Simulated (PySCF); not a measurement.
Si(H)(OH)(SiH3)2 (H8OSi3), SMILES [SiH]([SiH3])([SiH3])O.

Coordinates come from a PBE0-D3(BJ)/def2-SVP optimisation. One conformer was computed; it need not be the lowest.

Calculation: SMD-ωB97X/def2-SVP in PySCF.

Solvation free energies are E(SMD) − E(gas) at the gas-phase geometry, for 1 M in both phases. In vacuum the dipole moment is 1.03 D.

Computed solvation free energies in water, dichloromethane, tetrahydrofuran:
```json
[
 {"solvent": "water", "ΔG(solv) (kcal/mol)": "-1.2", "its non-electrostatic (CDS) part": "4.5", "dipole (D)": "1.47"},
 {"solvent": "dichloromethane", "ΔG(solv) (kcal/mol)": "-3.4", "its non-electrostatic (CDS) part": "-0.4", "dipole (D)": "1.28"},
 {"solvent": "tetrahydrofuran", "ΔG(solv) (kcal/mol)": "-2.6", "its non-electrostatic (CDS) part": "-0.4", "dipole (D)": "1.23"}
]
```
